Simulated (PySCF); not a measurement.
Gas-phase reaction: 2 MoO₂Cl₂ + O₂ = Mo₂O₆ + 2 Cl₂. Level: M06-2X/def2-TZVP†; standard pressure 1 bar.

Computed with PySCF and rigid-rotor harmonic-oscillator thermochemistry at 1 bar. † marks an energy on the PBE0/def2-TZVP geometry and frequencies. Open shells (unrestricted): O₂ (multiplicity 3); the rest are closed-shell singlets. Mo: scalar-relativistic def2 core potential, no spin-orbit coupling. The harmonic model lacks anharmonicity and excited electronic states, which grow with temperature; levels with a mode under 35 cm⁻¹ are left out. Soft modes under 120 cm⁻¹ make the harmonic entropy rough for MoO₂Cl₂, Mo₂O₆.

```
T (K)  1000/T (1/K)  log10 K
-----  ------------  -------
1000         1.0000    -8.82
1200         0.8333        ?
1400         0.7143    -7.03
1600         0.6250    -6.47
1800         0.5556    -6.02
2000         0.5000    -5.67
```

Fit log10 K = a + b·(1000/T) to the five rows, get the mean ΔH° and ΔS°, and predict log10 K at 1200 K.

Means: 1000/T = 0.6790, log10 K = -6.802. Sums of products about the means: Sxy = -0.97288, Sxx = 0.154472, so b = Sxy/Sxx = -6.30 and a = -6.802 − (-6.30)×0.6790 = -2.52.
ΔH° = −R ln 10 × 1000 K × b = −19.145 × (-6.30) = 121 kJ; ΔS° = R ln 10 × a = -48 J/K. The run's own values go from 119 kJ and -50 J/K at 1000 K to 123 kJ and -47 J/K at 2000 K.
Prediction at 1200 K: -2.52 + (-6.30)×0.8333 = -7.77. The computed value is -7.78, 0.01 from the line.
For scale, ΔH°(298 K) is 116 kJ at this level, 110 kJ at ωB97M-V/def2-TZVP†, and runs from -58 to 219 kJ over the 17 levels computed.
